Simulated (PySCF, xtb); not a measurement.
GeCl2, SMILES [Cl][Ge][Cl] (connectivity only; charge and spin as stated), neutral, multiplicity 1.

GFN2-xTB in xtb 6.7.1 at its own geometry gives an orbital gap of 3.77 eV and a dipole moment of 2.70 D.

Geometry optimised at PBE0-D3(BJ)/def2-TZVP. The isomer is the one that the SMILES or the coordinates give; other isomers of the formula were not compared.

Question: What does PBE/def2-TZVPD (PySCF) give? (Estimate from the structure and the level; the computed values follow.)

Answer: gap 3.21 eV (levels -7.07 and -3.86 eV), dipole 1.84 D.
